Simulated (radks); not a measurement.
The numbers below are computed, except where a source is named.
Q: Ionisation ladder of holmium, from Ho XXIII to Ho XLIV. Each ion is in the ground configuration listed by NIST, and IE = E(next ion) - E(this ion). Code: a radial shooting solver on a logarithmic mesh with Libxc functionals. Model: scalar-relativistic Kohn-Sham, PBE, spin-polarised, spherical densities, finite nucleus; open shells are filled with parallel spins first (spin-orbit coupling, left out, can overturn this in heavy ions); Fermi nuclear charge, rms radius 5.2022 fm.

| species | configuration | IE, Delta-SCF (eV) | -e(HOMO) (eV) | HOMO | <r> HOMO (bohr) |
|---|---|---|---|---|---|
| Ho XXIII | [Kr] 4d9 | 760.75 | 740.62 | 4d down | 0.529 |
| Ho XXIV | [Kr] 4d8 | ? | 781.65 | 4d down | 0.524 |
| Ho XXV | [Kr] 4d7 | 843.68 | 823.14 | 4d down | 0.519 |
| Ho XXVI | [Kr] 4d6 | 885.75 | 865.04 | 4d down | 0.514 |
| Ho XXVII | [Kr] 4d5 | 939.84 | 918.34 | 4d up | 0.508 |
| Ho XXVIII | [Kr] 4d4 | 983.95 | 962.22 | 4d up | 0.503 |
| Ho XXIX | [Kr] 4d3 | 1028.5 | 1006.6 | 4d up | 0.498 |
| Ho XXX | [Kr] 4d2 | ? | 1051.4 | 4d up | 0.494 |
| Ho XXXI | [Kr] 4d1 | 1118.8 | 1096.6 | 4d up | 0.489 |
| Ho XXXII | [Kr] | 1318.2 | 1296.1 | 4p | 0.483 |
| Ho XXXIII | [Ar] 3d10 4s2 4p5 | 1363.6 | 1341.6 | 4p down | 0.480 |
| Ho XXXIV | [Ar] 3d10 4s2 4p4 | 1408.7 | 1386.9 | 4p down | 0.476 |
| Ho XXXV | [Ar] 3d10 4s2 4p3 | 1467.4 | 1444.6 | 4p up | 0.473 |
| Ho XXXVI | [Ar] 3d10 4s2 4p2 | 1514.2 | 1491.5 | 4p up | 0.470 |
| Ho XXXVII | [Ar] 3d10 4s2 4p1 | 1560.5 | 1538.1 | 4p up | 0.467 |
| Ho XXXVIII | [Ar] 3d10 4s2 | ? | 1706.6 | 4s | 0.454 |
| Ho XXXIX | [Ar] 3d10 4s1 | ? | 1759.4 | 4s up | 0.451 |
| Ho XL | [Ar] 3d10 | 3034.9 | 2981.6 | 3d | 0.201 |
| Ho XLI | [Ar] 3d9 | 3144.9 | 3091.1 | 3d down | 0.200 |
| Ho XLII | [Ar] 3d8 | 3256.1 | 3201.7 | 3d down | 0.198 |
| Ho XLIII | [Ar] 3d7 | 3368.1 | 3313.4 | 3d down | 0.196 |
| Ho XLIV | [Ar] 3d6 | 3480.9 | 3425.8 | 3d down | 0.195 |

Estimate the withheld Delta-SCF values.

A: Ho XXIV: 801.99 eV (NIST 797); Ho XXX: 1073.5 eV (NIST 1077); Ho XXXVIII: 1729.6 eV (NIST 1719); Ho XXXIX: 1782.6 eV (NIST 1774).
